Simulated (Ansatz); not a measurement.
Reaction (cleavage of the Si–B bond): `B[SiH2][B](O)[AlH2]` + HCl → `B[SiH2]Cl` + `O[BH][AlH2]`

Calculated with Ansatz (gas phase, PBE0-D4/def2-TZVP geometries, no zero-point term in ΔE). CBS: MP2 limit from def2 TZ/QZ plus the TZ coupled-cluster correction, frozen cores. This one scheme is used for every species. One conformer a species, not always the lowest.

| species | MP2/CBS(def2) energy (Eh) |
| --- | --- |
| `B[SiH2][B](O)[AlH2]` | -659.93118 |
| HCl | -460.35267 |
| `B[SiH2]Cl` | -775.99132 |
| `O[BH][AlH2]` | -344.33981 |

(1) Work out ΔE.

Largest T1 diagnostic among the species: 0.020, so the coupled-cluster value is less sure than usual.

## Answers

(1) ΔE = (-775.99132) + (-344.33981) − (-659.93118) − (-460.35267) = -0.04728 Eh = -1.29 eV. CCSD(T)/CBS gives -1.16 eV.

In def2-TZVPP, CCSD(T) changes the Hartree–Fock value by +0.63 eV (the triples alone add +0.11 eV) and MP2 by +0.51 eV. From PBE to PBE0 (25 % exact exchange), in def2-TZVPP and without D4, ΔE moves by −0.21 eV.
